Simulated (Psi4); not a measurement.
Cl3Sn (SMILES [Cl][Sn]([Cl])[Cl]), doublet, geometry from GFN2-xTB (such geometries of metal compounds can be far from the true shape) (the spin is typed, not shown lowest) (core potentials on Sn); Psi4 1.11 with CAM-B3LYP/def2-SVP.

Input for Psi4:
```
memory 2 GB

molecule {
0 2
Sn    0.08011881    0.38952516    0.24394853
Cl    2.10920530   -0.59452107   -0.61815509
Cl   -0.99467821   -1.32262552    1.56383984
Cl   -1.35017066    0.77148434   -1.66318043
}

set {
  basis def2-svp
  reference uks
  scf_type dfdirj+link
}

energy('cam-b3lyp')
print_variables()
```

Output, abridged:

```
   => Loading Basis Set <=

    Name: DEF2-SVP
    Role: ORBITAL
    Keyword: BASIS

    !!!  WARNING: ECP capability is in beta. Please check occupations closely.  !!!

Traceback (most recent call last):
  File "psi4", line 375, in <module>
  File "<string>", line 26, in <module>
  File "site-packages/psi4/driver/driver.py", line 533, in energy
  File "site-packages/psi4/driver/procrouting/proc.py", line 2760, in run_scf
  File "site-packages/psi4/driver/procrouting/proc.py", line 1939, in scf_helper
  File "site-packages/psi4/driver/procrouting/proc.py", line 1433, in scf_wavefunction_factory
  File "site-packages/psi4/driver/procrouting/proc.py", line 1397, in build_functional_and_disp
  File "site-packages/psi4/driver/procrouting/dft/superfunctionals.py", line 135, in build_superfunctional

psi4.driver.p4util.exceptions.ValidationError: SCF: SCF_TYPE (DFDIRJ+LINK) not supported for range-separated functionals, plese use SCF_TYPE = 'DF' to automatically select the correct JK build.

Printing out the relevant lines from the Psithon --> Python processed input file:
    """)
    core.IO.set_default_namespace("")
    core.set_global_option("BASIS", "def2-svp")
    core.set_global_option("REFERENCE", "uks")
    core.set_global_option("SCF_TYPE", "dfdirj+link")
--> energy('cam-b3lyp')
    print_variables()

!----------------------------------------------------------------------------------!
!                                                                                  !
!  SCF: SCF_TYPE (DFDIRJ+LINK) not supported for range-separated functionals,      !
!     plese use SCF_TYPE = 'DF' to automatically select the correct JK build.      !
!                                                                                  !
!----------------------------------------------------------------------------------!
```

The program refused the input.
